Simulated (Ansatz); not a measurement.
This geometry of Cl$_{3}$FH$_{2}$OZr (8 atoms, charge 0, multiplicity 1) is a first-order saddle point.

Method: Ansatz 0.2.0, RHF/def2-SVP.

```xyz
8
Properties=species:S:1:pos:R:3
Zr -0.363 0.050 -0.211
F -0.472 0.882 1.826
Cl 1.877 -0.635 0.080
Cl -0.586 2.178 -1.205
Cl -1.123 -1.400 -1.928
O -1.831 -0.636 1.093
H -2.559 -1.234 1.171
H -1.309 0.166 1.856
```

Which two structures does it join? (They come from a converged band through this point; their orientation in space is the band's.)

Bonds broken: O6–H8. Bonds formed: F2–H8.

Image 0:

```xyz
8
Properties=species:S:1:pos:R:3
Zr -0.019 0.017 -0.015
F 0.282 0.055 1.870
Cl 2.253 -0.004 -0.696
Cl -0.807 2.045 -0.972
Cl -0.805 -1.943 -1.147
O -2.130 -0.177 1.019
H -2.936 -0.528 0.662
H -2.205 -0.093 1.962
```

Image 6:

```xyz
8
Properties=species:S:1:pos:R:3
Zr -0.473 -0.093 -0.297
F -0.372 0.998 1.925
Cl 1.735 -0.783 0.257
Cl -0.731 2.142 -1.067
Cl -0.970 -1.382 -2.222
O -1.872 -0.736 0.887
H -2.597 -1.341 0.901
H -1.086 0.565 2.300
```

How far does it lie above each of them?

1.21 eV above the first and 0.31 eV above the second. This is the barrier of this one path; another mechanism may lie lower. The orbitals stay closed-shell, which can raise the energy where a bond breaks towards radicals; this wasn't checked here.

Run time: 2.3 min on 2 threads of AMD EPYC 9R45 96-Core Processor (Zen 5), on a shared host, peak memory 0.34 GiB.
